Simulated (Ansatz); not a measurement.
`C#Cc1ccc(C#Cc2ccc(C#Cc3ccc(C#Cc4ccc(C#Cc5ccccc5)cc4)cc3)cc2)cc1`. The state is a triplet with charge 0. Geometry r2SCAN-D4/def2-SVP, that of the neutral singlet; atoms count from 1.

```xyz
62

C    -9.491    4.637   13.635
C    -8.818    4.306   12.675
C    -8.031    3.919   11.552
C    -8.362    2.767   10.804
C    -7.596    2.389    9.710
C    -6.468    3.150    9.320
C    -5.685    2.765    8.203
C    -5.009    2.433    7.236
C    -4.228    2.050    6.118
C    -4.558    0.898    5.363
C    -3.794    0.524    4.268
C    -2.665    1.285    3.878
C    -1.886    0.903    2.759
C    -1.212    0.574    1.789
C    -0.433    0.195    0.668
C     0.631    1.012    0.217
C     1.391    0.644   -0.884
C     1.122   -0.560   -1.579
C     1.898   -0.936   -2.703
C     2.569   -1.260   -3.677
C     3.343   -1.634   -4.802
C     4.315   -0.754   -5.337
C     5.071   -1.119   -6.442
C     4.893   -2.381   -7.057
C     5.667   -2.753   -8.185
C     6.335   -3.075   -9.160
C     7.110   -3.447  -10.291
C     7.023   -4.753  -10.825
C     7.786   -5.112  -11.934
C     8.646   -4.184  -12.532
C     8.740   -2.888  -12.012
C     7.983   -2.518  -10.902
C     3.924   -3.261   -6.521
C     3.164   -2.895   -5.419
C     0.059   -1.378   -1.127
C    -0.703   -1.007   -0.028
C    -2.334    2.436    4.633
C    -3.098    2.810    5.729
C    -6.138    4.303   10.071
C    -6.906    4.679   11.165
H   -10.084    4.929   14.482
H    -9.231    2.173   11.098
H    -7.858    1.497    9.136
H    -5.429    0.305    5.655
H    -4.058   -0.366    3.692
H     0.848    1.943    0.747
H     2.210    1.282   -1.225
H     4.461    0.223   -4.870
H     5.817   -0.431   -6.848
H     6.350   -5.476  -10.356
H     7.708   -6.127  -12.336
H     9.242   -4.471  -13.403
H     9.410   -2.158  -12.475
H     8.054   -1.506  -10.494
H     3.778   -4.238   -6.988
H     2.418   -3.583   -5.013
H    -0.158   -2.309   -1.657
H    -1.523   -1.645    0.312
H    -1.464    3.029    4.342
H    -2.834    3.700    6.306
H    -5.269    4.897    9.778
H    -6.644    5.572   11.739
```

Single mean-field runs in def2-SVP are fitted with def2-universal-jkfit. At PBE0-D4/def2-SVP a singlet of charge 0 lies 2.31 eV below the triplet at the same geometry.

Q: Estimate the Mulliken populations of the heavy atoms from the PBE0/def2-SVP orbitals of Ansatz.

A: 
```tsv
atom	charge (e)	spin (α − β)
C1	-0.41	0.05
C2	0.33	-0.03
C3	-0.07	0.08
C4	0.02	-0.04
C5	0.01	0.06
C6	-0.07	-0.05
C7	-0.01	0.17
C8	-0.01	-0.10
C9	-0.07	0.23
C10	0.01	-0.09
C11	0.01	0.14
C12	-0.07	-0.01
C13	0.00	0.27
C14	-0.01	0.03
C15	-0.07	0.24
C16	0.01	0.08
C17	0.01	0.01
C18	-0.07	0.30
C19	-0.01	-0.05
C20	0.00	0.28
C21	-0.07	-0.05
C22	0.01	0.13
C23	0.01	-0.08
C24	-0.07	0.18
C25	-0.01	-0.08
C26	-0.02	0.12
C27	-0.08	-0.04
C28	0.01	0.04
C29	-0.02	-0.03
C30	-0.01	0.05
C31	-0.02	-0.03
C32	0.01	0.04
C33	0.01	-0.08
C34	0.01	0.13
C35	0.01	0.01
C36	0.01	0.08
C37	0.01	0.14
C38	0.01	-0.09
C39	0.01	0.06
C40	0.02	-0.04
```
Mulliken values and Mayer orders depend strongly on the basis.

Q: Where does the spin sit?

A: Summed by element: C 2.04, H -0.04, of 2 unpaired in all. Largest on single atoms: C18 0.30, C20 0.28, C13 0.27.

Q: And the Mayer bond orders between bonded heavy atoms (over 0.3, the first 40 of 44)?

A: C1–C2 2.48 (1.22 Å); C2–C3 1.02 (1.42 Å); C3–C4 1.33 (1.41 Å); C3–C40 1.33 (1.41 Å); C4–C5 1.41 (1.39 Å); C5–C6 1.31 (1.41 Å); C6–C7 1.05 (1.42 Å); C6–C39 1.31 (1.41 Å); C7–C8 2.51 (1.23 Å); C8–C9 1.08 (1.42 Å); C9–C10 1.26 (1.42 Å); C9–C38 1.26 (1.42 Å); C10–C11 1.47 (1.39 Å); C11–C12 1.23 (1.42 Å); C12–C13 1.17 (1.42 Å); C12–C37 1.23 (1.42 Å); C13–C14 2.29 (1.23 Å); C14–C15 1.23 (1.42 Å); C15–C16 1.16 (1.42 Å); C15–C36 1.16 (1.42 Å); C16–C17 1.55 (1.39 Å); C17–C18 1.17 (1.42 Å); C18–C19 1.19 (1.42 Å); C18–C35 1.17 (1.42 Å); C19–C20 2.35 (1.23 Å); C20–C21 1.12 (1.42 Å); C21–C22 1.26 (1.42 Å); C21–C34 1.26 (1.42 Å); C22–C23 1.45 (1.39 Å); C23–C24 1.29 (1.42 Å); C24–C25 1.05 (1.42 Å); C24–C33 1.29 (1.42 Å); C25–C26 2.55 (1.23 Å); C26–C27 1.04 (1.42 Å); C27–C28 1.34 (1.41 Å); C27–C32 1.34 (1.41 Å); C28–C29 1.40 (1.39 Å); C29–C30 1.38 (1.40 Å); C30–C31 1.38 (1.40 Å); C31–C32 1.40 (1.39 Å).
